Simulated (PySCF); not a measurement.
Correlation energy of P²⁺ (phosphorus, charge +2)

[Ne] 3s1 3p1 3d1, one real determinant (an excited configuration). All numbers are calculated (PySCF 2.14, the spin-free X2C one-electron Hamiltonian (Gaussian nucleus), in aug-cc-pVDZ-DK (5s4p2d, 27 functions)). Frozen: [Ne]; 3 electrons correlated.

```csv
level,correlation energy (mhartree)
CCSD,-45.49
(T),-7.21
CCSD(T),-52.70
FCI,-51.25
```

Diagnostics: T1 = 0.027, D1 = 0.0630, largest double amplitude 0.853, weight of the Hartree-Fock determinant in FCI 0.3323 (1540 determinants).

The real determinant used has ⟨L²⟩ near 8 against 12 for a pure F term, so it mixes terms. The outer electron is Rydberg-like, and this basis confines it to a smaller radius and binds it less than a complete one would. A double-excitation amplitude exceeds 0.15, a sign of near-degeneracy.

Cost of the coupled-cluster step: about 0.3 core-seconds, for 3 correlated electrons.

Iterations:

```
CC2 = 0
CCSD nocc = (np.int64(3), np.int64(0)), nmo = (22, 22)
frozen orbitals [[0, 1, 2, 3, 4], [0, 1, 2, 3, 4]]
max_cycle = 100
direct = 0
conv_tol = 1e-08
conv_tol_normt = 1e-06
diis_space = 8
diis_start_cycle = 0
Init t2, MP2 energy = -0.00599611469769018
Init E_corr(UCCSD) = -0.00599611469929342
cycle = 1  E_corr(UCCSD) = -0.00929137484702808  dE = -0.00329526015  norm(t1,t2) = 0.0513417
cycle = 2  E_corr(UCCSD) = -0.0115234490673739  dE = -0.00223207422  norm(t1,t2) = 0.0470489
cycle = 3  E_corr(UCCSD) = -0.0147904167462512  dE = -0.00326696768  norm(t1,t2) = 0.0461151
cycle = 4  E_corr(UCCSD) = -0.0288194457865612  dE = -0.014029029  norm(t1,t2) = 0.045695
cycle = 5  E_corr(UCCSD) = -0.0565054665134407  dE = -0.0276860207  norm(t1,t2) = 0.036136
cycle = 6  E_corr(UCCSD) = -0.0374180099077552  dE = 0.0190874566  norm(t1,t2) = 0.03838
cycle = 7  E_corr(UCCSD) = -0.0433213600957254  dE = -0.00590335019  norm(t1,t2) = 0.0207628
cycle = 8  E_corr(UCCSD) = -0.0453606616433977  dE = -0.00203930155  norm(t1,t2) = 0.00619386
cycle = 9  E_corr(UCCSD) = -0.0455126503095007  dE = -0.000151988666  norm(t1,t2) = 0.00037926
cycle = 10  E_corr(UCCSD) = -0.0455084647831565  dE = 4.18552634e-06  norm(t1,t2) = 7.49595e-05
cycle = 11  E_corr(UCCSD) = -0.045503448901347  dE = 5.01588181e-06  norm(t1,t2) = 6.9895e-05
cycle = 12  E_corr(UCCSD) = -0.0454892554275425  dE = 1.41934738e-05  norm(t1,t2) = 4.53823e-05
cycle = 13  E_corr(UCCSD) = -0.0454879814905366  dE = 1.27393701e-06  norm(t1,t2) = 3.06174e-06
cycle = 14  E_corr(UCCSD) = -0.0454882306279345  dE = -2.49137398e-07  norm(t1,t2) = 7.30526e-07
cycle = 15  E_corr(UCCSD) = -0.0454882078461463  dE = 2.27817883e-08  norm(t1,t2) = 9.02205e-08
cycle = 16  E_corr(UCCSD) = -0.0454882205186329  dE = -1.26724866e-08  norm(t1,t2) = 3.68428e-08
cycle = 17  E_corr(UCCSD) = -0.0454882200183889  dE = 5.00243943e-10  norm(t1,t2) = 7.8801e-09
UCCSD converged
E(UCCSD) = -339.7384735457549  E_corr = -0.04548822001838892
UCCSD(T) correction = -0.00720691416956534
```

The reference is one real determinant that mixes LS terms of this configuration.
